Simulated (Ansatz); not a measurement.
Ansatz (a quantum-chemistry and plane-wave program) input (B3LYP/def2-SVP):

Ansatz 0.2 input:
```yaml
crystal:
  periodic: [false, false, false]
  atoms:
    - {symbol: C, position_ang: [1.04026750, -0.37593961, -0.01423724]}
    - {symbol: N, position_ang: [-0.11684659, 0.48974460, 0.19151581]}
    - {symbol: C, position_ang: [-1.24598269, -0.02303043, -0.18381086]}
    - {symbol: H, position_ang: [1.77800493, 0.11733555, -0.66719488]}
    - {symbol: H, position_ang: [1.55320242, -0.56566915, 0.94223077]}
    - {symbol: H, position_ang: [0.76036857, -1.34627438, -0.46512181]}
    - {symbol: H, position_ang: [-2.03935871, 0.76021600, 0.03776388]}
basis:
  gaussian:
    orbitals: def2-SVP
hamiltonian:
  xc: {name: B3LYP}
total_charge: -1
output: {forces: true}
```

Output:

```
WARN ansatz: RAYON_NUM_THREADS=1 ignored (pool sized by the plan → 1); use --threads N
Functional definition: B3LYP
integrals: 0.02 GiB planned
646 factors; integrals over basis functions are off by at most 1.5e-3 eV
mean field: 0.16 GiB planned
mean field evaluation 1: about -3622.1213 eV, gradient 2.4e1 eV
mean field evaluation 2: about -3620.7354 eV, gradient 3.3e1 eV
mean field evaluation 4: about -3623.7902 eV, gradient 2.6e0 eV
mean field evaluation 8: about -3623.8056 eV, gradient 1.9e-1 eV
mean field evaluation 16: about -3623.8057 eV, gradient 1.8e-5 eV
mean field -3623.80567860 eV, -133.1724023848 hartree, gradient 1.8e-5 eV, S^2 0.000000; 0 other end points of the search recorded, 0 dependent functions left out
the calculation of the forces begins
reference -3623.80590295 eV, -133.1724106297 hartree; 12, 12 occupied and 50, 50 virtual orbitals, 646 factors
Total energy: -3623.80590295 eV, -133.1724106297 hartree
Atom 0 at     1.040267    -0.375940    -0.014237 Å, force    -0.523478     0.285755     0.048150 eV/Å
Atom 1 at    -0.116847     0.489745     0.191516 Å, force     0.392979     0.291558     0.178622 eV/Å
Atom 2 at    -1.245983    -0.023030    -0.183811 Å, force    -0.026502    -0.659558    -0.283604 eV/Å
Atom 3 at     1.778005     0.117336    -0.667195 Å, force     0.302929     0.126529    -0.195340 eV/Å
Atom 4 at     1.553202    -0.565669     0.942231 Å, force     0.235082    -0.079609     0.290401 eV/Å
Atom 5 at     0.760369    -1.346274    -0.465122 Å, force    -0.046019    -0.362376    -0.160212 eV/Å
Atom 6 at    -2.039359     0.760216     0.037764 Å, force    -0.334991     0.397701     0.121985 eV/Å
Dipole moment:     0.718677     0.026547     0.111650 e Å
```

The dipole moment of an ion depends on the origin.
